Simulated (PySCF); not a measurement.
**Deuteron quadrupole couplings in `C=C[SiH2][Si]([SiH3])([SiH3])[SiH2]F`**

C₂H₁₃FSi₅.
SMILES with atom numbers: `[CH2:1]=[CH:2][SiH2:3][Si:4]([SiH3:5])([SiH3:6])[SiH2:7][F:8]` (hydrogens: H9, H10 on C1; H11 on C2; H12, H13 on Si3; H14, H15, H16 on Si5; H17, H18, H19 on Si6; H20, H21 on Si7)

Structure used (GFN2-xTB), in Å, numbered top down from 1:
```xyz
21
C2H13FSi5 angstrom
C      2.5823   -2.1286   -0.2103
C      2.5092   -0.8181   -0.0428
Si     1.4257    0.3308   -1.0665
Si    -0.6842    0.4557   -0.0129
Si    -0.4303    1.2982    2.1679
Si    -1.6365   -1.6841    0.0724
Si    -2.0570    1.8853   -1.2444
F     -1.2634    3.2964   -1.2402
H      2.0332   -2.6281   -0.9930
H      3.1934   -2.7663    0.4115
H      3.0834   -0.3739    0.7618
H      1.3478   -0.2138   -2.4302
H      2.1348    1.6132   -1.1653
H     -1.7143    1.4620    2.8575
H      0.3717    0.3917    2.9963
H      0.2353    2.6016    2.2078
H     -1.7684   -2.3068   -1.2472
H     -2.9769   -1.7007    0.6640
H     -0.8156   -2.5873    0.8791
H     -3.3561    2.2610   -0.6940
H     -2.2230    1.6288   -2.6721
```

Level: PBE0/pcSseg-1 (PySCF, non-relativistic); Q(2H) = 0.00286 b; rigid geometry, the same for H and D, with no vibrational averaging.

**Question.** Give the electric field gradient Vzz (the principal value of largest size), its asymmetry and the 2H coupling at each hydrogen.

**Answer.** 
| atom | bonded to | bond length (Å) | Vzz (au) | η | χzz (kHz) |
| --- | --- | --- | --- | --- | --- |
| H9 | C1 | 1.079 | 0.3311 | 0.05 | 223 |
| H10 | C1 | 1.080 | 0.3298 | 0.04 | 222 |
| H11 | C2 | 1.084 | 0.3259 | 0.04 | 219 |
| H12 | Si3 | 1.471 | 0.1594 | 0.02 | 107 |
| H13 | Si3 | 1.469 | 0.1600 | 0.02 | 108 |
| H14 | Si5 | 1.467 | 0.1626 | 0.00 | 109 |
| H15 | Si5 | 1.467 | 0.1625 | 0.00 | 109 |
| H16 | Si5 | 1.464 | 0.1639 | 0.01 | 110 |
| H17 | Si6 | 1.465 | 0.1640 | 0.00 | 110 |
| H18 | Si6 | 1.465 | 0.1638 | 0.00 | 110 |
| H19 | Si6 | 1.463 | 0.1654 | 0.01 | 111 |
| H20 | Si7 | 1.460 | 0.1624 | 0.03 | 109 |
| H21 | Si7 | 1.460 | 0.1625 | 0.03 | 109 |

**Question.** Average by the element that carries the hydrogen.

**Answer.** on C: 221 kHz over 3 positions, mean bond length 1.081 Å; on Si: 109 kHz over 10 positions, mean bond length 1.465 Å.

**Question.** How does χzz go with the bond length over the 10 Si–H bonds?

**Answer.** A straight-line fit has a slope of -2.1 kHz for each 0.01 Å, with a correlation coefficient of -0.58, over lengths from 1.460 to 1.471 Å.

One conformer (not necessarily the lowest) at the GFN2-xTB geometry, without solvent, vibrations or thermal averaging. GFN2-xTB bond lengths can be off by several hundredths of an ångström, more for odd bonds, and the gradients follow them. A larger basis could move these couplings by a tenth or more.
